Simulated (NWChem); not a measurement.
System: C3H4ClF; SMILES C/C=C(\F)Cl

NWChem input:

```
start job
memory heap 200 mb stack 900 mb global 1100 mb
geometry units angstroms noautosym nocenter noautoz
  C     -0.335025     2.382772     0.000000
  C     -0.736345     0.935716     0.000000
  C      0.132128    -0.070009     0.000000
  F      1.459198     0.103562     0.000000
  Cl    -0.292649    -1.758601     0.000000
  H     -0.735180     2.898221    -0.882390
  H      0.751535     2.496354     0.000000
  H     -0.735180     2.898221     0.882390
  H     -1.791492     0.683490     0.000000
end
basis spherical
  * library 6-31g*
end
dft
  xc m05-2x
  iterations 150
end
cosmo
  do_cosmo_smd true
  solvent ether
end
task dft energy
```

Coordinates come from a B3LYP/6-31G* (spherical d) optimisation. Solvent: diethyl ether.

Level: M05-2X/6-31G* with SMD (1 M gas to 1 M solution), gas-phase geometry.

Q: What results follow from this input? (M05-2X/6-31G* (spherical d), SMD on the gas-phase geometry.) Quantities: solvation free energy (kcal/mol); cavity-dispersion-structure term (kcal/mol); dipole in solution (D).

A: 
```yaml
solvation free energy (kcal/mol): -3.0
cavity-dispersion-structure term (kcal/mol): -1.3
dipole in solution (D): 2.34
```
